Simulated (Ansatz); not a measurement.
Mulliken charges of FI3Sn, SMILES `[F][Sn]([I])([I])[I]` from PBE/def2-TZVPP in Ansatz (PBE0-D4/def2-TZVP geometry).

| atom | x (Å) | y (Å) | z (Å) | charge (e) |
| --- | --- | --- | --- | --- |
| F1 | -0.644 | -0.076 | 1.841 | -0.396 |
| Sn2 | -0.008 | -0.016 | 0.044 | 0.871 |
| I3 | 2.128 | -1.578 | -0.026 | -0.158 |
| I4 | -1.989 | -0.924 | -1.459 | -0.158 |
| I5 | 0.564 | 2.522 | -0.442 | -0.158 |

Q: By hand: the dipole of these point charges (1 e Å = 4.8032 D).

A: Σ q r = (0.137, 0.013, -0.386) e Å, of length 0.410 e Å = 1.97 D.

Q: How does the dipole of the full density compare? (Estimate.)

A: Ansatz gave: (0.125, 0.012, -0.355) e Å, 1.81 D; the point charges give 1.09 times that, at 0° from its direction.

Point charges leave out the atoms' own dipoles, such as those of lone pairs, and Mulliken's split depends on the basis, so the close match here is no proof of good charges.
